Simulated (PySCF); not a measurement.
A structure optimised at B3LYP-D3(BJ)/def2-TZVP, used in a PySCF frequency run:

```xyz
6

Zn     0.0000     0.0000    -0.8475
H      0.0000     0.0000    -2.4050
Si     0.0000     0.0000     1.5394
H      1.1956     0.6903     2.0926
H      0.0000    -1.3806     2.0926
H     -1.1956     0.6903     2.0926
```
Charge 0, spin multiplicity 1.

**Question.** Write its SMILES, formula and point group.

**Answer.** [SiH3][ZnH], H4SiZn, C3v

**Question.** What are its rotational constants (standard atomic weights)?

**Answer.** 87.685, 3.7501, 3.7501 GHz
